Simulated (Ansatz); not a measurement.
# CCSD(T) forces

CH$_{3}$Ag (SMILES [CH3][Ag]), singlet, displaced at random from a GFN2-xTB minimum.

C1  (-0.226, 0.010, 0.000)
Ag2  (1.626, -0.655, 0.632)
H3  (-0.875, -0.185, 0.803)
H4  (-0.363, -0.504, -0.940)
H5  (-0.232, 1.105, -0.317)
(Å)

Ansatz 0.2.0; basis: def2-TZVPP; cores frozen in the correlated methods. Filled d shells of the heavier atoms are correlated. Core potentials replace the inner electrons of the atoms past krypton.

CCSD(T) forces from the calculation:
| atom | Fx | Fy | Fz (eV/Å) |
| --- | --- | --- | --- |
| C1 | 1.166 | 2.136 | -1.689 |
| Ag2 | 0.266 | 0.099 | 0.073 |
| H3 | -1.110 | -0.368 | 0.644 |
| H4 | -0.517 | -0.654 | 0.077 |
| H5 | 0.195 | -1.213 | 0.895 |

(1) Which atom feels the largest CCSD(T) force, and how large is it?

No T1 diagnostic of these runs exceeds 0.023.

Answers

(1) C1, 2.96 eV/Å, along (0.39, 0.72, -0.57).

Root-mean-square difference of the force components from those of CCSD(T): PBE0-D4 0.012; wB97M-V 0.062; r2SCAN-D4 0.060; PBE-D4 0.117; r2SCANh-D4 0.050; wB97X-V 0.076 eV/Å.

For scale, one of the runs: CCSD(T)/def2-TZVPP forces, 129 basis functions (an equivalent command: `ansatz run in.yaml --threads 4`). Time: 51 s of wall clock on 4 CPU threads; the host was shared. Peak host memory: 1.3 GiB.
